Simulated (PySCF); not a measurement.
Delta-SCF ions had no search for a lower state. 

Cartesian coordinates (Å):
```xyz
6

F      0.1221     1.4153     0.9681
Ga    -0.0024    -0.0277    -0.0189
S      1.8686    -0.9516    -0.6348
S     -2.0117    -0.7086    -0.5007
H      2.6000    -0.0258     0.0038
H     -2.5765     0.2983     0.1826
```
Charge 0, spin multiplicity 1.

Predict the HOMO–LUMO gap, vertical ionisation energy (Delta-SCF), HOMO, total energy and dipole moment from CAM-B3LYP-D3(BJ)/def2-TZVP in PySCF 2.14.0.


The HOMO–LUMO gap comes out as 9.03 eV and the vertical ionisation energy (Delta-SCF) is 10.19 eV. The HOMO is -9.25 eV, the total energy is -2822.6013 Ha and the dipole moment comes out as 0.30 D.
